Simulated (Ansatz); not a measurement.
Program: Ansatz. Geometries: PBE0-D4/def2-TZVP. ΔE: electronic, gas phase. CCSD(T)/CBS adds triple-zeta CCSD(T) − MP2 to the extrapolated MP2 energy (def2 sets, frozen cores). This one scheme is used for every species. DFT in def2-TZVPP. B3LYP here is the variant with VWN-RPA as its local correlation; programs differ in this. One conformer a species, not always the lowest.

`CC(=N)F` + `OCS[SiH3]` → `COCS[SiH3]` + `N=CF`  (substitution at a C–C bond)

```csv
level,ΔE (kcal/mol)
B2PLYP,13.9
PBE0,15.5
B3LYP,14.2
HF/def2-TZVPP,13.9
MP2/def2-TZVPP,14.1
CCSD(T)/def2-TZVPP,13.5
HF/def2-QZVPP,14.1
MP2/CBS(def2),15.1
```

(1) What does CCSD(T)/CBS give? (Estimate.)

Largest T1 diagnostic among the species: 0.013.

Results:

(1) The calculation gave: +14.5 kcal/mol. The listed levels differ from it by -0.6, 1.0, -0.3, -0.6, -0.4, -1.0, -0.4, 0.6 kcal/mol.

The D4 term adds −1.1 kcal/mol with B3LYP and −0.7 kcal/mol with PBE0; it sums over pairs of atoms, weighted by their polarisabilities, and B3LYP, whose exchange is more repulsive, gets the larger term.
